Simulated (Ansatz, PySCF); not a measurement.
Molecule: GeSiH3, net charge 0, doublet state. SMILES: [SiH2]=[GeH]
Geometry: optimised at B3LYP-D3(BJ)/def2-TZVP (Ansatz, an electronic-structure program).

Wanted: atomisation energy, in kcal/mol. Set-up: UHF or UKS for open shells; no spin-orbit coupling; atomisation electronic, to ground-state atoms; no dispersion term unless named; non-relativistic; 6-31G* and kin with 6d, 5d where marked; LANL2DZ with its own core potentials from Na on; valence correlation only (noble-gas shells and the d and f shells of earlier blocks). Ab initio and DFT rows: single points at B3LYP-D3(BJ) geometries (Ansatz).

```
level                              program  atomisation energy (kcal/mol)
---------------------------------  -------  -----------------------------
HF/STO-3G                           Ansatz                          298.0
HF/LANL2DZ                          Ansatz                          175.3
HF/6-31G* with LANL2DZ past Ar      Ansatz                          182.3
PBE/3-21G                           Ansatz                          269.2
PBE/6-31G* with LANL2DZ past Ar     Ansatz                          268.3
BLYP/6-31G* with LANL2DZ past Ar    Ansatz                          265.3
B3LYP/STO-3G                        Ansatz                          407.1
B3LYP/3-21G                         Ansatz                          265.5
B3LYP/6-31G*                        Ansatz                          272.1
B3LYP/6-31G* with LANL2DZ past Ar   Ansatz                          266.1
PBE0/6-31G*                         Ansatz                          270.0
PBE0/6-31G* with LANL2DZ past Ar    Ansatz                          263.2
MP2/STO-3G                          Ansatz                          328.2
MP2/3-21G                           Ansatz                          208.7
MP2/LANL2DZ                         Ansatz                          211.2
PBE0/def2-TZVPD                     Ansatz                          273.9
M06-2X/def2-TZVPD                    PySCF                          273.3
wB97M-V/def2-TZVPD                  Ansatz                          276.0
```

No value to compare with is used here. The 15 habitual levels span 175.3 (HF/LANL2DZ) to 407.1 kcal/mol (B3LYP/STO-3G); wB97M-V/def2-TZVPD gives 276.0.

The levels are drawn from those run, B3LYP/6-31G* more often than the rest, none by its result; left out are runs that failed, that the program found above a lower state of the same kind, or whose <S^2> lies over 0.5 above the pure value.
